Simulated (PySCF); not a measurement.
NICS in rings of unrelated molecules.

NICS = −σ at a ghost point: NICS(0) at the centroid of the ring atoms, NICS(1) 1 Å to either side along the normal of their mean plane, zz for the tensor component along that normal. Level: GIAO PBE0/pcSseg-1 (PySCF, non-relativistic, gas phase) on the GFN2-xTB geometries, one conformer each. Atom numbers follow the mapped SMILES.

Task: Order these rings by mean NICS(1)zz, lowest (most negative) first (ppm).
A. ring C3–C4–S5–C6 in `[OH:1][CH2:2][C@H:3]1[CH2:4][S:5][C:6]1=[S:7]`
B. ring C2–C3–S4 in `[CH3:1][C@H:2]1[CH2:3][S:4]1`
C. ring C3–C4–C5–C8–C9–C10 in `[CH3:1][CH2:2][c:3]1[cH:4][c:5]([CH2:6][F:7])[c:8]2[c:9]([cH:10]1)[CH2:11]2`
D. ring C4–C5–C6–C7–C8–C9 in `[O:1]=[C:2]([F:3])[c:4]1[cH:5][cH:6][cH:7][cH:8][cH:9]1`
E. ring Si3–Si5–Si6–S7 in `[CH3:1][CH2:2][Si@:3]1([SiH3:4])[SiH2:5][SiH2:6][S:7]1`
F. ring Si3–C4–Si5–Si6–Si7 in `[CH3:1][S:2][Si@@H:3]1[CH2:4][SiH2:5][SiH2:6][SiH2:7]1`
G. ring C4–C5–C6–C7–C8–Si9 in `[F:1][CH:2]([F:3])[C:4]1=[CH:5][CH:6]=[CH:7][CH2:8][SiH+:9]1` (charge +1)

Result: D (-28.2), C (-26.2), B (-23.4), G (-4.2), F (1.4), A (4.2), E (9.0).

```json
{"SMILES": "O=C(F)c1ccccc1", "ring": "6-membered carbocycle; formal bonds all aromatic", "NICS(0)": "-8.4", "NICS(1)": "-11.3", "NICS(1)zz": "-28.2", "HOMA": "0.99", "rms pucker (Å)": "0.00", "ring atoms with four or more neighbours": "0"}
{"SMILES": "CCc1cc(CF)c2c(c1)C2", "ring": "6-membered carbocycle; formal bonds all aromatic", "NICS(0)": "-8.6", "NICS(1)": "-11.5", "NICS(1)zz": "-26.2", "HOMA": "0.86", "rms pucker (Å)": "0.00", "ring atoms with four or more neighbours": "0"}
{"SMILES": "C[C@H]1CS1", "ring": "3-membered ring with S; formal bonds all single", "NICS(0)": "-48.7", "NICS(1)": "-8.6", "NICS(1)zz": "-23.4", "HOMA": "–", "rms pucker (Å)": "0.00", "ring atoms with four or more neighbours": "2"}
{"SMILES": "FC(F)C1=CC=CC[SiH+]1", "ring": "6-membered ring with Si; formal bonds 2 double, 4 single", "NICS(0)": "0.8", "NICS(1)": "-2.8", "NICS(1)zz": "-4.2", "HOMA": "–", "rms pucker (Å)": "0.01", "ring atoms with four or more neighbours": "1"}
{"SMILES": "CS[Si@@H]1C[SiH2][SiH2][SiH2]1", "ring": "5-membered ring with 4 Si; formal bonds all single", "NICS(0)": "-2.4", "NICS(1)": "-2.7", "NICS(1)zz": "1.4", "HOMA": "–", "rms pucker (Å)": "0.18", "ring atoms with four or more neighbours": "5"}
{"SMILES": "OC[C@H]1CSC1=S", "ring": "4-membered ring with S; formal bonds all single", "NICS(0)": "3.8", "NICS(1)": "-1.1", "NICS(1)zz": "4.2", "HOMA": "–", "rms pucker (Å)": "0.01", "ring atoms with four or more neighbours": "2"}
{"SMILES": "CC[Si@]1([SiH3])[SiH2][SiH2]S1", "ring": "4-membered ring with S and 3 Si; formal bonds all single", "NICS(0)": "0.0", "NICS(1)": "-0.9", "NICS(1)zz": "9.0", "HOMA": "–", "rms pucker (Å)": "0.01", "ring atoms with four or more neighbours": "3"}
```

NICS(0) gives another order. The isotropic NICS(1) gives another order. HOMA uses Krygowski's 1993 parameters; it is left out where a ring has a four-coordinate atom, a triple bond, no multiple bond or a kind of bond without parameters. NICS(1) and NICS(1)zz are means over the two faces.
